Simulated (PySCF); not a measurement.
## GeCl₂, singlet: structure and spectrum

Level of theory: PySCF, PBE0, basis Ge def2-TZVP, Cl def2-TZVP (no relativity, density fitting).

The structure is a minimum.

Coordinates in bohr (charge 0 multiplicity 1):
```
Ge    0.0000    0.0000   -1.2857
Cl    3.1611    0.0000    1.3616
Cl   -3.1611    0.0000    1.3616
```

```
Point group                                                                   : C2v
Bond lengths                                                                  : Ge–Cl 2.182 Å (×2)
Bond angles                                                                   : Cl–Ge–Cl 100.1°
Dipole moment                                                                 : 1.99 D
Principal quadrupole moments (Buckingham, traceless) about the centre of mass : -4.79, 0.61, 4.18 D Å
Principal polarisabilities                                                    : 36.8, 53.5, 69.3 bohr³
Zero-point energy                                                             : 5.7 kJ/mol
Atomisation energy without zero-point energy                                  : 803 kJ/mol
Lowest empty level                                                            : -3.08 eV
Heat capacity Cp at 298.15 K                                                  : 53.5 J/(mol K)
Entropy at 298.15 K and 1 bar                                                 : 295.3 J/(mol K)
Rotational symmetry number                                                    : 2
Enthalpy at 298.15 K above 0 K                                                : 13.20 kJ/mol
Rotational constants                                                          : 0.239, 0.08614, 0.06332 cm⁻¹
Highest occupied level                                                        : -8.11 eV
```

Harmonic modes (masses in u: Ge 73.921, Cl 34.969):
| symmetry | ω (cm⁻¹) | IR (km/mol) | μ (u) | type |
| --- | --- | --- | --- | --- |
| a1 | 158 | 2.1 | 38.73 | bend |
| b2 | 388 | 123 | 43.08 | stretch |
| a1 | 409 | 51.6 | 41.58 | stretch |

In C2v the vibrations span 2a1 + b2. Here b1 is antisymmetric to the molecular plane and b2 lies in it.

Charges (e):
| atom | Mulliken | Löwdin | polar tensor | Mayer order to Ge1 |
| --- | --- | --- | --- | --- |
| Ge1 | 0.60 | -0.09 | 1.15 | – |
| Cl2,3 | -0.30 | 0.05 | -0.58 | 1.10 |

Mulliken populations on Ge1: s 7.86, p 13.30, d 10.20, f 0.04.

Outer orbital energies (eV). occupied: -22.63, -14.59, -11.09, -10.18, -10.05, -9.36, -8.98, -8.11; empty: -3.08, -0.25, -0.15, 4.52.

Counting electrons, germanium keeps 2 of its valence electrons outside its bonds, so the VSEPR class is AX2E1 and the expected shape is bent (C2v), as computed.

The final relaxation and frequency run took roughly 70 core-seconds on a shared host.
